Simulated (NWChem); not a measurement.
# CH4BBr; SMILES CBBr

All runs: NWChem. This build's default masses of Se (78.918 u) and Br (79.917 u) are each other's, which moves their modes by up to 0.6 %. The level has its own optimisation; frequencies are unscaled.

Problem. What does the run give for PBE/def2-SVP? Quantities: r B–H (Å); r B–Br (Å); r B–C (Å); highest harmonic frequency (cm⁻¹); lowest (cm⁻¹); zero-point energy (kcal/mol); dipole (D).

Solution. 
- r B–H (Å) = 1.216
- r B–Br (Å) = 1.921
- r B–C (Å) = 1.558
- highest harmonic frequency (cm⁻¹) = 3091
- lowest (cm⁻¹) = 71
- zero-point energy (kcal/mol) = 29.9
- dipole (D) = 1.30
